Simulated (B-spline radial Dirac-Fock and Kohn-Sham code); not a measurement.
**How the levels of gadolinium move as electrons are removed**

Method: Dirac-Fock energy differences between relaxed states, corrected for Breit and QED terms. Computed with an atomic code on a B-spline grid. Each ion is free and in its tabulated ground configuration. The model has no electron correlation.

Reference: Gd³⁹⁺, [Ar] 3d7, with 1s 52197.4 eV, 2s 10283.8 eV, 2p1/2 9846.4 eV, 3p3/2 3257.6 eV, 3d 2954.3 eV, Kα1 (K-L3) 43045.0 eV, Kβ1 (K-M3) 48939.8 eV, Lℓ (L3-M1) 5552.6 eV. Shifts from it, in eV (a dash: the subshell is empty, belongs to an open shell averaged over j, or its hole state is left out as unreliable):

```tsv
ion	configuration	1s	2s	2p1/2	3p3/2	3d	Kα1	Kβ1	Lℓ
Gd⁴⁰⁺	[Ar] 3d6	+139.0	+134.1	+135.7	+99.4	+109.9	+4.16	+39.59	+34.49
Gd⁴¹⁺	[Ar] 3d5	?	?	?	?	?	?	?	?
Gd⁴²⁺	[Ar] 3d4	+424.1	+408.3	+413.6	+301.9	+334.3	+13.36	+122.23	+106.25
Gd⁴³⁺	[Ar] 3d3	+570.3	+548.5	+555.8	+405.0	+448.9	+18.42	+165.28	+143.51
Gd⁴⁴⁺	[Ar] 3d2	+718.9	+690.7	+700.1	+509.4	+565.0	+23.80	+209.48	+181.68
```

Question: Give the missing shifts for Gd⁴¹⁺.

Answer: 1s +280.4, 2s +270.2, 2p1/2 +273.6, 3p3/2 +200.0, 3d +221.3, Kα1 +8.61, Kβ1 +80.34, Lℓ +69.91 (eV).

Over this range K (1s) moves by +718.9 eV and Kα1 by +23.8 eV: a line is a difference of two levels that shift in the same direction.
